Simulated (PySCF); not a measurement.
SMILES F[SH+]F (HF2S (cation, charge +1)), PBE0/def2-SVP optimised geometry.

```
4

F     -1.02    -0.90    -1.50
S     -0.70    -0.69     0.00
F      0.85    -0.69     0.00
H     -0.85     0.69     0.00
```

Density from PBE0/def2-TZVP in PySCF at that geometry.

Minimum of the electron density along straight lines between bonded atoms, close to the bond critical point (lines longer than 1.1 times the sum of covalent radii, or with two minima, are not listed):

| bond | length / Å | ρ at the minimum / e bohr⁻³ | ∇²ρ there / e bohr⁻⁵ | position (fraction from the first atom) |
|---|---|---|---|---|
| F1–S2 | 1.546 | 0.228 | 0.31 | 0.60 |
| S2–F3 | 1.546 | 0.228 | 0.31 | 0.40 |
| S2–H4 | 1.379 | 0.227 | -0.72 | 0.70 |
